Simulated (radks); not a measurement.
The numbers below are computed, except where a source is named.
Code: a radial shooting solver on a logarithmic mesh with Libxc functionals. Model: non-relativistic Kohn-Sham, exchange-only LDA, spin-polarised, spherical densities, point nucleus; open shells are filled with parallel spins first (spin-orbit coupling, left out, can overturn this in heavy ions). Response by self-consistent Sternheimer equations with the Hartree and adiabatic exchange-only LDA kernel. For heavy and open-shell atoms this level of theory can miss by tens of per cent. Estimate the static dipole polarisabilities of Zr ([Kr] 4d2 5s2) and F2+ ([He] 2s2 2p3) and the C6 coefficients of the three pairs.

Answer. alpha = 137.9 and 1.284 bohr^3; C6 = 1935 (Zr-Zr), 36.71 (Zr-F2+), 1.644 (F2+-F2+) hartree bohr^6.
